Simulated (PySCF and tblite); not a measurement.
Results of a calculation; reference values are marked as such.
2 diastereomers of C₃H₁₂F₃N₃Si₃, numbered alike:

```csv
isomer,SMILES
A,[CH3:1][Si@:2]1([F:3])[NH:4][Si@:5]([CH3:6])([F:7])[NH:8][Si@:9]([CH3:10])([F:11])[NH:12]1
B,[CH3:1][Si@:2]1([F:3])[NH:4][Si@@:5]([CH3:6])([F:7])[NH:8][Si@@:9]([CH3:10])([F:11])[NH:12]1
```

Protocol: conformer search, at most 4 conformers an isomer, GFN2-xTB geometries, energies PBE0/pcSseg-1 (D3(BJ) added where defined), weights at 298.15 K with GFN2-xTB thermal terms. Programs: PySCF with density fitting and tblite.

Question: Rank the isomers by free energy at 298.15 K.

Answer: 
| isomer | ΔG (kcal/mol) | ΔE, lowest conformer | conformers | largest weight % | rms dipole (D) |
| --- | --- | --- | --- | --- | --- |
| A | 0.0 | 0.0 | 4 | 47 | 1.51 |
| B | 1.3 | 0.8 | 3 | 65 | 3.67 |

Question: If they could interconvert freely, what would the mixture hold (chiral isomers as racemates)?

Answer: A 91 %, B 9 %. A racemate gains RT ln 2.

At least one structure keeps an imaginary mode at the tight-binding level. The cap on conformers cut off some of the population, so the set may be incomplete.
